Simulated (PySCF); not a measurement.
## Sb⁺ (antimony, charge +1) across methods

[Kr] 4d10 5s1 5p2 5d1, one real determinant (an excited configuration). Calculation: PySCF 2.14, in aug-cc-pVQZ-DK3; scalar relativity by spin-free X2C-1e.

| method | E (hartree) | mean ε 5s α (eV) | mean ε 5p α (eV) | mean ε 5d α (eV) | Σ⟨r²⟩ (bohr²) | ⟨S²⟩ |
| --- | --- | --- | --- | --- | --- | --- |
| PBE0 | -6479.24 | -26.372 | -16.664 | -6.240 | 61.01 | 6.001 |
| HSE06 | -6479.17 | -25.918 | -16.227 | -5.895 | 61.14 | 6.001 |
| LDA | -6473.35 | -24.873 | -15.518 | -5.765 | 60.27 | 6.001 |
| UHF | -6476.86316 | -30.828 | -19.870 | -7.192 | 62.91 | 6.003 |
| PBE | -6479.16 | -24.670 | -15.428 | -5.803 | 61.00 | 6.001 |
| PW91 | -6480.09 | -24.747 | -15.478 | -5.827 | 60.78 | 6.001 |
| TPSSh | -6479.31 | -25.407 | -15.968 | -5.926 | 61.13 | 6.001 |

⟨L²⟩ = 7.58 against 12 for a pure F term, so this real determinant mixes terms. The outer electron is Rydberg-like, and this basis confines it to a smaller radius and binds it less than a complete one would.
